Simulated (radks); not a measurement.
The numbers below are computed, except where a source is named.
Question: Neutral chromium, [Ar] 3d5 4s1. Code: a radial shooting solver on a logarithmic mesh with Libxc functionals. Model: non-relativistic Kohn-Sham, exchange-only PBE, spin-polarised, spherical densities, point nucleus. Every spin shell is full or empty, so the densities are truly spherical. Functionals are evaluated on that one density, not self-consistently. Rank these orbital-free kinetic functionals by their error against the exact value of the orbitals, and give that value: Thomas-Fermi, von Weizsacker, TF + vW, TF + vW/9, LC94, APBEK, revAPBEK, Perdew 92, Pearson, LKT, PG1, DePristo-Kress, Ernzerhof.

Answer: Exact: 1043.25 hartree. From best to worst, with 100 (|E| - |E exact|)/|E exact| (equal figures are ties): LC94 -0.03, APBEK +0.08, DePristo-Kress -0.09, Ernzerhof -0.31, revAPBEK +0.36, Perdew 92 -0.76, TF + vW/9 -0.78, Pearson -1.37, Thomas-Fermi -6.71, PG1 +20.63, LKT +25.84, von Weizsacker -46.58, TF + vW +46.71.
